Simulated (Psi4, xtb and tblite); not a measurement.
Two geometries of Bi(OtBu)3, SMILES CC([O][Bi]([O]C(C)(C)C)[O]C(C)(C)C)(C)C, singlet, relaxed at GFN2-xTB with one dihedral held; other torsions can differ between them too.

Structure A

```
43

Bi     0.3698     0.4444     1.5414
O     -1.4300    -0.2100     0.6717
C     -2.5597     0.6274     0.5353
C     -2.8915     0.7323    -0.9599
C     -3.7249    -0.0477     1.2783
C     -2.3359     2.0314     1.1055
H     -3.8120     1.2898    -1.1105
H     -3.0015    -0.2638    -1.3798
H     -2.0781     1.2368    -1.4737
H     -3.8788    -1.0473     0.8811
H     -4.6377     0.5291     1.1577
H     -3.4942    -0.1311     2.3383
H     -1.4694     2.4866     0.6315
H     -2.1672     1.9825     2.1810
H     -3.2096     2.6518     0.9197
O      0.7325     2.0168     0.2078
C      1.6324     1.9324    -0.8778
C      1.1592     0.8949    -1.8976
C      1.6534     3.3300    -1.5140
C      3.0345     1.5614    -0.3801
H      1.8323     0.8667    -2.7508
H      0.1579     1.1395    -2.2430
H      1.1366    -0.0795    -1.4216
H      0.6534     3.5982    -1.8435
H      2.3274     3.3445    -2.3659
H      1.9824     4.0632    -0.7825
H      3.0112     0.5584     0.0391
H      3.3533     2.2623     0.3890
H      3.7473     1.5891    -1.2002
O      1.5599    -1.0607     0.6845
C      1.1022    -2.3975     0.6283
C      0.1556    -2.5949    -0.5608
C      2.3582    -3.2635     0.4557
C      0.3739    -2.7891     1.9209
H     -0.2255    -3.6131    -0.5726
H      0.6811    -2.4051    -1.4934
H     -0.6725    -1.8973    -0.4711
H      2.9066    -2.9337    -0.4219
H      2.0820    -4.3072     0.3348
H      3.0044    -3.1597     1.3234
H     -0.5652    -2.2433     1.9846
H      0.9898    -2.5515     2.7869
H      0.1608    -3.8551     1.9245
```

Structure B

```
43

Bi    -0.2297     0.4290     1.5958
O      1.6731    -0.3108     1.0846
C      2.5970     0.4038     0.2903
C      2.9449     1.7343     0.9718
C      2.0659     0.6672    -1.1191
C      3.8514    -0.4820     0.2200
H      3.7371     2.2449     0.4307
H      2.0607     2.3696     0.9886
H      3.2724     1.5540     1.9936
H      1.1827     1.2941    -1.0544
H      2.8241     1.1713    -1.7134
H      1.8020    -0.2693    -1.6035
H      4.2204    -0.6787     1.2230
H      3.6055    -1.4315    -0.2475
H      4.6274     0.0110    -0.3586
O     -0.4633     1.9558     0.1657
C     -1.6530     2.0694    -0.5895
C     -1.6840     1.0303    -1.7151
C     -1.6405     3.4878    -1.1774
C     -2.8875     1.8840     0.3021
H     -2.6002     1.1294    -2.2917
H     -0.8326     1.1670    -2.3769
H     -1.6389     0.0376    -1.2771
H     -0.7372     3.6307    -1.7637
H     -2.5082     3.6389    -1.8134
H     -1.6492     4.2216    -0.3758
H     -2.9322     0.8521     0.6437
H     -2.8310     2.5473     1.1636
H     -3.7927     2.1097    -0.2558
O     -1.4187    -1.0400     0.6579
C     -1.0075    -2.3895     0.6092
C      0.0479    -2.5911    -0.4826
C     -2.2691    -3.2023     0.2837
C     -0.4309    -2.8386     1.9584
H      0.3151    -3.6420    -0.5616
H     -0.3388    -2.2493    -1.4397
H      0.9304    -2.0121    -0.2280
H     -2.6956    -2.8522    -0.6521
H     -2.0255    -4.2572     0.1942
H     -3.0085    -3.0689     1.0690
H      0.4992    -2.3063     2.1490
H     -1.1375    -2.6246     2.7586
H     -0.2285    -3.9065     1.9450
```

Which is lower in energy at the level B3LYP-D3(BJ)/def2-SVP, def2 effective core potentials past Kr // GFN2-xTB (Psi4 1.11), and by how much?

B is lower, by 0.34 kcal/mol (dihedral Bi1–O2–C3–C4: 120° in A, 60° in B).

E(B) − E(A) in kcal/mol at the other levels, on the same two geometries: GFN2-xTB (xtb and tblite) -1.54; B3LYP/def2-SVP, def2 effective core potentials past Kr // GFN2-xTB (Psi4) 0.36; PBE/def2-SVP, def2 effective core potentials past Kr // GFN2-xTB (Psi4) 0.07; PBE-D3(BJ)/def2-SVP, def2 effective core potentials past Kr // GFN2-xTB (Psi4) -0.34.
